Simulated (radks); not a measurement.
Results of a calculation; reference values are marked as such.
Species: neutral chromium. Configuration: [Ar] 3d5 4s1 (the NIST ground configuration).

Code: a radial shooting solver on a logarithmic mesh with Libxc functionals. Model: scalar-relativistic Kohn-Sham, exchange-only r2SCAN, spin-polarised, spherical densities, finite nucleus; open shells are filled with parallel spins first; meta-GGA in the generalised Kohn-Sham scheme; Fermi nuclear charge, rms radius 3.6452 fm.

Energy parts (hartree):
| part | energy |
|---|---|
| total | -1049.96112 |
| kinetic | 1061.51060 |
| electron-nucleus | -2508.05007 |
| Hartree | 444.65571 |
| exchange | -48.07735 |

Orbitals (lengths in bohr, moments of r in powers of bohr; r(max) is where P^2 peaks):
orbital  occ.  eigenvalue (hartree)   r(max)     <r^2>
1s down     1             -216.8885  0.04161  0.005435
1s up       1             -216.8874  0.04161  0.005435
2s up       1             -24.79263   0.2432    0.1012
2s down     1             -24.71271   0.2430    0.1007
2p up       3             -20.76142   0.1979   0.08324
2p down     3             -20.70040   0.1977   0.08267
3s up       1              -2.86167   0.7769    0.9406
3s down     1              -2.62834   0.7777    0.9446
3p up       3              -1.75888   0.7995     1.106
3p down     3              -1.52361   0.8010     1.106
4s up       1              -0.16093    2.729     12.94
3d up       5              -0.12081   0.8439     3.118

The highest occupied level is 3d up at -3.287 eV. The density falls to 0.001 e/bohr^3 at r = 4.44 bohr. Summed over all electrons, <r^2> = 37.76 bohr^2, which gives a Langevin (diamagnetic) susceptibility term of -29.9 x 10^-6 cm^3/mol. Spin moment in Bohr magnetons: 6. The electron density at the nucleus is 1.15e+04 e/bohr^3 (large components only).
